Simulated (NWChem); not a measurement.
Species: GaHOBrCl; SMILES [OH][Ga]([Cl])[Br]

```xyz
5

Ga     0.3315    -0.4936     0.0000
Cl    -1.1415    -2.0644     0.0000
Br    -0.2763     1.6980     0.0000
O      2.0741    -0.8963     0.0000
H      2.2045    -1.8647     0.0000
```
Atoms are numbered in this order, from 1.

All runs: NWChem. Medium grid unless said otherwise, to which SCAN and Minnesota functionals are sensitive. The geometry was optimised at PBE-D3(BJ)/def2-SVP.

For level M06-L/def2-SVP:

| Quantity | Result |
|---|---|
| highest occupied level (eV) | -7.72 |
| orbital gap (eV) | 5.41 |

How do the values read with level PBE/def2-SVP instead?

The highest occupied level (eV) is -7.36 and the orbital gap (eV) comes out as 4.76.
